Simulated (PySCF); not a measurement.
Computed shifts of a molecule C2H9FSi3, B3LYP/pcSseg-1 run with PySCF, GIAO, gas phase, atoms alike by connectivity averaged where their shifts nearly agree, in ppm (number of nuclei): ¹³C: 6.4 (1), -7.4 (1). ²⁹Si: 87.3 (1), -52.3 (2). ¹⁹F: -243.6 (1). ¹H: 4.90 (2), 4.39 (2), 1.07 (3), 0.84 (1), 0.64 (1). References: ¹³C against TMS (σ = 181.3 ppm); ²⁹Si against TMS (σ = 338.7 ppm); ¹⁹F against CFCl3 (σ = 161.7 ppm); ¹H against TMS (σ = 31.68 ppm), references at their B3LYP-D3(BJ)/def2-TZVP geometries, non-relativistic. The structure is a stationary point at ωB97X-D3(BJ)/def2-SVP. The values are those of a single conformer.

Q: Which molecule gave these data?
(A) C[Si]1(F)[SiH2]C[SiH2]1
(B) F[C@@H]1[SiH2][SiH2][C@H]1[SiH3]
(C) F[Si@@H]1C[C@@H]([SiH3])[SiH2]1
(D) FC1([SiH3])[SiH2]C[SiH2]1

A: A, C[Si]1(F)[SiH2]C[SiH2]1
